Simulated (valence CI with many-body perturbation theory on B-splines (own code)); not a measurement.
The numbers below are computed, except where a source is named.
# Run record, Bi²⁰⁺

Level of theory: valence CI with perturbative core correlation (CI+MBPT): three valence electrons over a frozen Dirac-Fock core [Kr] 4d10 4f14, radial functions for each j: 11 s, 11 p, 10 d, 8 f, 5 g, 2 h, with the one-electron correlation potential Σ1 (screened to all orders), the two-electron term Σ2, the three-electron term Σ3, Breit, model QED; selected single and double excitations, second order for the rest, scaled by the run's own slope (own B-spline code, finite nucleus).

Command, and the settings that its task file holds:

```sh
python run_cv.py task.json out
```

```
atom Bi  Z=83  mass_number=209  rms_radius_fm=5.5211
core [Kr] 4d10 4f14
valence 5s2 5p1
avg = 1
basis = M
breit = 1
cap = 32000
capref = 2000
cscale = 1
de = 0.0
dress = 0
eps = 2e-08
extrap = 1
h = 0.27
hh = 1
l2 = 3
lcore = 6
maxit = 60
n2 = 5
natural = 1
nlev = 150
nno = [5, 5, 5, 4, 2, 1]
nroot = 36
nsp = [6, 6, 5, 4, 3, 1]
pt2 = 1
qed = 1
rpa = 1
s1 = 1
s2 = 1
s3 = 1
screen = 1
tol = 2e-05
whole = 1
```

It took 50 s on 1 thread of AMD EPYC 9R45 96-Core Processor (Zen 5) (shared host).

Log. The first blocks belong to the next ion, which gives the ionisation energy. Fields: 2J, parity (1 odd), roots, reference size, generating configurations, candidates as configurations/state functions, variational space P, stored matrix elements, Davidson steps; e2 is the range of second-order energies in hartree. The first line gives the box (bohr), its intervals, the orbitals and the steps of their self-consistent field. Window is the range of levels sought, series limit the energy at which the first omitted orbital would enter, core excitation an estimate of the first excitation out of the core, left out the lowest levels not solved, and shifts from estimates the range by which levels moved from their first estimate, all in cm⁻¹.

```
rmax 13.3 intervals 62 orbitals 83 references ['5s2 5p', '5s 5p2', '5s2 5d', '5p3', '5s 5p 5d'] scf 4 t 0.9
2J=0 par=0 roots 2 ref 20 generators 4 cand 396/396 P 382/382 nnz 0 it 0
2J=0 par=0 roots 2 ref 20 generators 6 cand 34/34 P 411/411 nnz 0 it 0
   second order: generators 11 cand 5/5 e2 -0.00000 -0.00000
reference levels 1205, estimated 7, window 559675 1/cm; series limit 3328451, core excitation 699593
2J=1 par=1 roots 1 ref 70 generators 3 cand 3658/5468 P 1131/1646 nnz 0 it 3
2J=1 par=1 roots 1 ref 70 generators 5 cand 4715/7283 P 1442/2138 nnz 0 it 4
   second order: generators 9 cand 6915/10796 e2 -0.00001 -0.00001
2J=3 par=1 roots 1 ref 111 generators 5 cand 6517/13935 P 1147/2318 nnz 0 it 3
2J=3 par=1 roots 1 ref 111 generators 6 cand 6136/13210 P 1614/3210 nnz 2.3e+06 it 4
   second order: generators 10 cand 7120/16104 e2 -0.00002 -0.00002
2J=1 par=0 roots 2 ref 99 generators 5 cand 4534/7055 P 1945/2838 nnz 1.5e+06 it 4
2J=1 par=0 roots 2 ref 99 generators 8 cand 3935/6100 P 2564/3816 nnz 2.6e+06 it 4
   second order: generators 14 cand 8170/13031 e2 -0.00002 -0.00000
2J=3 par=0 roots 1 ref 157 generators 3 cand 4569/9245 P 1460/2809 nnz 1.5e+06 it 3
2J=3 par=0 roots 1 ref 157 generators 6 cand 5835/12688 P 2092/4165 nnz 3.3e+06 it 4
   second order: generators 8 cand 6610/14642 e2 -0.00002 -0.00002
left out: unestimated 889334, estimated 642922, shifts from estimates 0 to 5
operators 5.4
```

The Davidson iterations converged.

No measured spectrum was set against this ion. As an estimate, levels hold to about 250 cm⁻¹ or 0.2 % of their energy and the worst to 1 %, as in measured heavy ions of charge 2 to 7. The list stops below the first excitations out of the core.

| Item | Value |
| --- | --- |
| Valence energy | -65.64043 hartree |
| Ionisation energy | 535.57 eV (NIST: 550 ± 30 eV (theoretical)) |
| Reference configurations for the orbitals | 5s2 5p, 5s 5p2, 5s2 5d, 5p3, 5s 5p 5d |
| Radial orbitals | 83 |
| Box radius | 13.33 bohr |
| Largest variational space | 4165 |
| Lowest levels | (5s^2 5p1/2) J=1/2 0, (5s^2 5p3/2) J=3/2 270170, (5s 5p1/2^2) J=1/2 388750 cm⁻¹ |

Levels are named by their leading jj configuration (3d3/2^4 stands for four electrons in 3d with j = 3/2), which in mixed levels can hold well under half, so a name can repeat and another be missing.
